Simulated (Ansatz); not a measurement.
A nudged elastic band was laid between two geometries of ClHOZn + H2 (6 atoms, charge 0, multiplicity 1).

Method: RHF/def2-SVP in Ansatz 0.2.0.

```json
{
  "movable images": "7",
  "climbing image": "yes",
  "spring": "5.0 eV/Å²",
  "optimiser": "quadratic models (default)",
  "start path": "through a guess of the saddle point",
  "force threshold": "0.05 eV/Å",
  "iteration limit": "60",
  "end points": "relaxed"
}
```

First end point:

```xyz
6
Properties=species:S:1:pos:R:3
Zn -0.398 -0.115 0.069
O -0.456 -0.137 1.847
H -1.225 -0.358 2.346
Cl -0.307 -0.082 -2.063
H 2.480 0.683 0.860
H 2.033 0.560 1.447
```

Last end point:

```xyz
6
Properties=species:S:1:pos:R:3
Zn 0.996 0.274 -0.211
O 0.065 0.006 1.735
H -0.847 -0.245 1.661
Cl -0.906 -0.253 -1.193
H 2.514 0.697 -0.135
H 0.303 0.072 2.648
```

(1) Which bonds break or form, and what moves?

(2) Give the energies along the band, and the barrier.

(3) What is the geometry of the highest image?

The band took 12 iterations and of the order of 2.9 core-minutes.

## Answers

(1) Bonds broken: H5–H6. Bonds formed: Zn1–H5, O2–H6. ClHOZn + H2 becomes ClH3OZn.

(2) It converged. The highest image is number 3 of 0 to 8, 25.3 kcal/mol above the first end and 43.4 kcal/mol above the last; the last end lies 18.0 kcal/mol below the first. A vibrational analysis at the climbing image gives 2 clearly imaginary modes (1692i, 186i cm⁻¹): a point of higher order, so a lower path passes nearby. The orbitals stay closed-shell, which can raise the energy where a bond breaks towards radicals; this wasn't checked here.

| image | path coordinate (Å) | energy (kcal/mol) | H5–H6 (Å) | Zn1–H5 (Å) | O2–H6 (Å) |
| --- | --- | --- | --- | --- | --- |
| 0 | 0.00 | 0.0 | 0.75 | 3.09 | 2.62 |
| 1 | 0.54 | 1.1 | 0.75 | 2.61 | 2.15 |
| 2 | 1.08 | 9.2 | 0.77 | 2.21 | 1.73 |
| 3 | 1.62 | 25.3 | 1.00 | 1.88 | 1.26 |
| 4 | 2.16 | -0.8 | 1.59 | 1.67 | 0.97 |
| 5 | 2.70 | -11.7 | 2.19 | 1.59 | 0.95 |
| 6 | 3.24 | -15.2 | 2.70 | 1.59 | 0.95 |
| 7 | 3.78 | -17.2 | 3.16 | 1.58 | 0.95 |
| 8 | 4.32 | -18.0 | 3.61 | 1.58 | 0.95 |

(3) 
```xyz
6
Properties=species:S:1:pos:R:3
Zn 0.308 0.082 -0.109
O -0.092 -0.040 1.757
H -0.690 -0.205 2.469
Cl -0.335 -0.087 -2.156
H 1.819 0.502 0.935
H 1.115 0.299 1.609
```

The run took 2.9 min on 1 thread of Arm Neoverse N1 (shared host), peak memory 0.14 GiB.
